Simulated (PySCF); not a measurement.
Be(Me)(Et) (C3H8Be), SMILES C[CH2][Be][CH3].

Geometry optimised at PBE-D3(BJ)/def2-SVP. The structure was generated by enumeration; whether it is a known compound was not checked. Other conformers were not sampled.

Two levels are set side by side: PBE/def2-TZVP (PySCF) and CAM-B3LYP/def2-TZVP (PySCF). Same geometry, gas phase. Differences are taken from unrounded values.

| quantity | PBE |
|---|---|
| orbital gap (eV) | 5.64 |
| highest occupied level (eV) | -6.24 |
| lowest empty level (eV) | -0.60 |
| dipole moment (D) | 0.14 |
| mean polarisability (bohr³) | 54.9 |

Problem. These are the PBE values. What does CAM-B3LYP give? (Estimate from the structure and the level; the computed values follow.)

Solution. 
| quantity | CAM-B3LYP | PBE minus CAM-B3LYP |
|---|---|---|
| orbital gap (eV) | 9.59 | -3.96 |
| highest occupied level (eV) | -8.99 | 2.75 |
| lowest empty level (eV) | 0.60 | -1.21 |
| dipole moment (D) | 0.15 | -0.01 |
| mean polarisability (bohr³) | 52.2 | 2.7 |

PBE's occupied levels lie high since its potential decays too fast outside the molecule; exact exchange lowers them and widens the gap. Loosely held outer electrons make PBE densities more polarisable. Differences between two approximate levels are no errors against the true value.

Rough cost on one machine, each run with all the roots and properties that it gave: CAM-B3LYP against PBE within a factor of 2.
